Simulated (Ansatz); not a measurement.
Job for Ansatz (a first-principles code): U-CCSD(T)/cc-pVDZ on FGeHO (SMILES [OH][Ge][F]), a point of a bond scan (R = 1.929 Å). The run froze 16 orbitals, filled d shells among them.

Ansatz 0.2 input:
```yaml
crystal:
  periodic: [false, false, false]
  atoms:
    - {symbol: Ge, position_ang: [0.10773481, -0.04926187, 0.40773364]}
    - {symbol: F, position_ang: [0.24737472, 1.37145337, -0.62469851]}
    - {symbol: O, position_ang: [-0.60849455, -1.09652179, -0.85745356]}
    - {symbol: H, position_ang: [-1.00336555, -2.89253069, -0.27366928]}
basis:
  gaussian:
    orbitals: cc-pVDZ
correlation: {method: ccsd_t, electrons: outside_noble_gas}
scf: {omitted_lower_state_checks: [cluster_reference]}
magnetization: {spin_polarized: true, initial_magnetization: 0}
```

Output:

```
WARN ansatz: RAYON_NUM_THREADS=1 ignored (pool sized by the plan → 1); use --threads N
Functional definition: HF
these checks for a lower state are left out or cut short: cluster_reference
integrals: 0.05 GiB planned
632 factors; integrals over basis functions are off by at most 1.0e-3 eV
mean field: 0.24 GiB planned
mean field evaluation 1: about -61220.7091 eV, gradient 3.6e1 eV
mean field evaluation 2: about -61220.7290 eV, gradient 3.6e1 eV
mean field evaluation 4: about -61227.2185 eV, gradient 4.8e0 eV
mean field evaluation 8: about -61227.4163 eV, gradient 2.5e-1 eV
mean field evaluation 16: about -61227.9484 eV, gradient 3.3e0 eV
mean field evaluation 32: about -61229.6238 eV, gradient 4.3e-1 eV
mean field evaluation 64: about -61218.5405 eV, gradient 2.3e1 eV
mean field evaluation 96: about -61229.5775 eV, gradient 6.2e-1 eV
mean field evaluation 128: about -61221.3307 eV, gradient 2.2e1 eV
mean field evaluation 160: about -61229.6242 eV, gradient 2.6e-1 eV
mean field -61229.62963647 eV, -2250.1473862066 hartree, gradient 3.5e-6 eV, S^2 0.898535; 14 other end points of the search recorded, 0 dependent functions left out
16 core orbitals not correlated
reference -61229.62963647 eV, -2250.1473862066 hartree; 9, 9 occupied and 35, 35 virtual orbitals, 632 factors
second order -11.13369920 eV of doubles, -0.00000000 eV of singles
coupled cluster: 0.14 GiB planned
cycle   1  -11.25846606 eV  change   -1.2e-1 eV  update   1.1e-1
cycle   2  -11.60941973 eV  change   -3.5e-1 eV  update   4.3e-2
cycle   3  -11.76156248 eV  change   -1.5e-1 eV  update   3.3e-2
cycle   4  -11.78319167 eV  change   -2.2e-2 eV  update   2.0e-2
cycle   5  -11.80866075 eV  change   -2.5e-2 eV  update   1.6e-2
cycle   6  -11.85396699 eV  change   -4.5e-2 eV  update   1.3e-2
cycle   7  -11.89701255 eV  change   -4.3e-2 eV  update   1.0e-2
cycle   8  -11.92992353 eV  change   -3.3e-2 eV  update   7.5e-3
cycle   9  -11.94951468 eV  change   -2.0e-2 eV  update   5.2e-3
cycle  10  -11.95870002 eV  change   -9.2e-3 eV  update   3.8e-3
cycle  11  -11.96485381 eV  change   -6.2e-3 eV  update   2.8e-3
cycle  12  -11.96927320 eV  change   -4.4e-3 eV  update   1.8e-3
cycle  13  -11.97110475 eV  change   -1.8e-3 eV  update   1.1e-3
cycle  14  -11.97055350 eV  change    5.5e-4 eV  update   7.2e-4
cycle  15  -11.97129032 eV  change   -7.4e-4 eV  update   4.8e-4
cycle  16  -11.97074064 eV  change    5.5e-4 eV  update   3.0e-4
cycle  17  -11.97090198 eV  change   -1.6e-4 eV  update   1.9e-4
cycle  18  -11.97087439 eV  change    2.8e-5 eV  update   1.3e-4
cycle  19  -11.97085346 eV  change    2.1e-5 eV  update   9.4e-5
cycle  20  -11.97084820 eV  change    5.3e-6 eV  update   6.9e-5
cycle  21  -11.97083714 eV  change    1.1e-5 eV  update   3.9e-5
cycle  22  -11.97085151 eV  change   -1.4e-5 eV  update   2.1e-5
coupled cluster: 0.14 GiB planned
perturbative correction -0.39261583 eV, -0.0144283656 hartree
Total energy: -61241.99310380 eV, -2250.6017352509 hartree
Checks for a lower state left out: cluster_reference
```

Self-consistency was reached. Its determinant has ⟨S²⟩ = 0.90, a mixture of spin states.

Cost: very roughly 18 core-seconds.
